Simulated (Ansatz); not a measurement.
Coupled-cluster diagnostics for TiO₂ (the lowest singlet isomer of a short search), Ansatz.

Geometry of the singlet (r2SCAN-D4/def2-TZVP):

```csv
atom,x (Å),y (Å),z (Å)
Ti1,1.054,-0.007,0.243
O2,-0.415,-0.512,-0.626
O3,-0.640,0.519,0.383
```

Correlated methods freeze 7 core orbitals; core or outer-core shells of Ti are correlated, in sets that lack core-valence functions. In CCSD on the charge 0 triplet the largest single amplitude is 0.39, so its Hartree–Fock determinant may place the open shell otherwise than the density functionals do. The structure holds one bond between oxygen atoms, so isomers without such links may lie far lower. The geometry of the singlet was relaxed on an unsound state (restricted singlet, unstable towards broken spin symmetry). The structure comes from a short search, and lower isomers may exist.

Geometry of the charge 0 triplet (r2SCAN-D4/def2-TZVP):

Cartesian coordinates in Å:
```
Ti 0.686 0.118 -0.868
O 0.175 0.182 0.876
O -0.861 -0.300 -0.008
```

Geometry of the charge 0 quintet (r2SCAN-D4/def2-TZVP):

Cartesian coordinates in Å:
```
Ti -0.3105 0.7325 -1.0049
O -0.2450 -0.0104 0.8855
O 0.5556 -0.7221 0.1194
```

Task: Estimate the CCSD(T) correlation energy, the shares of MP2 and (T), T1 and the reference's ⟨S²⟩ for: charge 0, singlet, own geometry in def2-TZVPP; charge 0, singlet, own geometry in def2-TZVPD; charge 0, triplet, own geometry in def2-TZVPP; charge 0, quintet, own geometry in def2-TZVPP; charge 1, doublet, vertical in def2-TZVPP; charge -1, doublet, vertical in def2-TZVPD; and the rough time on 4 threads of Arm Neoverse V1 on a shared host.

Result: 
```csv
state,basis,correlation (eV),MP2 share (%),(T) share (%),T1,⟨S²⟩ (pure),wall time,remarks
"charge 0, singlet, own geometry",def2-TZVPP,-25.545,92.5,6.6,0.073,0.00 (0.00),7 s,"large T1 (0.073), restricted SCF unstable"
"charge 0, singlet, own geometry",def2-TZVPD,-24.392,92.2,6.8,0.085,0.00 (0.00),6 s,"large T1 (0.085), restricted SCF unstable"
"charge 0, triplet, own geometry",def2-TZVPP,-23.925,93.7,5.4,0.074,2.01 (2.00),14 s,large T1 (0.074)
"charge 0, quintet, own geometry",def2-TZVPP,-21.749,92.9,3.8,0.034,6.03 (6.00),11 s,–
"charge 1, doublet, vertical",def2-TZVPP,-24.121,94.6,6.0,0.046,0.78 (0.75),14 s,–
"charge -1, doublet, vertical",def2-TZVPD,-23.287,92.7,5.4,0.069,1.42 (0.75),33 s,"large T1 (0.069), spin-contaminated (⟨S²⟩ 1.42)"
```
Customary marks for T1 are 0.02 (closed shells), 0.045 (open shells) and about 0.05 (3d metals). T1 exceeds 0.02 in 6 of 6 rows and 0.045 in 5; the higher it lies, the less the single-reference result can be trusted.
